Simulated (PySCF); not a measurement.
One molecule, one basis, several functionals.

Compound: C3H8O2Si.
Atom-mapped SMILES: `[CH3:1][O:2][C:3](=[O:4])[CH2:5][SiH3:6]` (hydrogens: H7, H8, H9 on C1; H10, H11 on C5; H12, H13, H14 on Si6)

Torsions of this conformer, `[CH3:1][O:2][C:3](=[O:4])[CH2:5][SiH3:6]`: C1–O2–C3–O4 0°, O2–C3–C5–Si6 75°.

PySCF, pcSseg-1 basis, density fitting, gas phase, PBE0-D3(BJ)/def2-SVP geometry. One functional is left out:

```tsv
functional	exact exchange (%)	HOMO energy (eV)	LUMO energy (eV)	dipole moment (D)
B97-D	0	-6.32	-0.80	1.770
BLYP	0	-6.17	-0.75	1.752
BP86	0	-6.42	-0.98	1.765
LDA	0	-6.50	-1.14	1.783
OPBE	0	-6.24	-0.78	1.730
PBE	0	-6.29	-0.89	1.745
B3LYP	20	-7.69	-0.08	1.807
PBE0	25	-7.98	0.16	1.812
mPW1PW91	25	-8.03	0.14	1.822
BHandHLYP	50	-9.58	1.33	1.882
```

Q: Predict the row of B97-2 (21 % exact exchange) by straight lines through the other rows, and check it.

A: 
```csv
property,line,computed,computed − line,"B3LYP (20 %), for comparison"
HOMO energy (eV),-7.71,-7.69,+0.02,-7.69
LUMO energy (eV),0.01,0.10,+0.09,-0.08
dipole moment (D),1.809,1.812,+0.003,1.807
```

Q: Which of these properties follows the share of exact exchange most closely, and which least?

A: Most closely the HOMO energy, least the dipole moment; the correlations over the tabulated rows are HOMO energy -0.997, LUMO energy 0.989, dipole moment 0.948. The HOMO energy moves by -0.658 eV for every 10 %. Functionals with the same share still differ in their other parts: at 0 % BLYP and LDA differ by 0.33 eV in it.
